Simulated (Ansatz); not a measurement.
Basis-set series for `C[BH-](C)[SeH2+]`. Total charge 0; spin multiplicity 1. The geometry is a stationary point of PBE0-D4/def2-TZVP. It is one conformer, not always the lowest.

```
functional       basis  functions  energy (Eh)  HOMO (eV)  LUMO (eV)
   PBE0-D4  def2-TZVPP        267  -2507.64477      -7.86      -0.51
   PBE0-D4  def2-QZVPP        530  -2507.70196      -7.87      -0.56
   ωB97M-V  def2-TZVPP        267  -2507.84548     -10.01       1.42
   ωB97M-V  def2-QZVPP        530  -2507.90104     -10.01       1.06
```

Problem. Give the rows for def2-SVP. (Best estimate.)

Solution. Ansatz gave: 
```tsv
functional	basis	functions	energy (Eh)	HOMO (eV)	LUMO (eV)
PBE0-D4	def2-SVP	119	-2507.23571	-7.77	-0.34
ωB97M-V	def2-SVP	119	-2507.42749	-9.92	1.69
```

Positive LUMOs are unbound and depend on the basis. Scalar relativity is left out up to krypton.
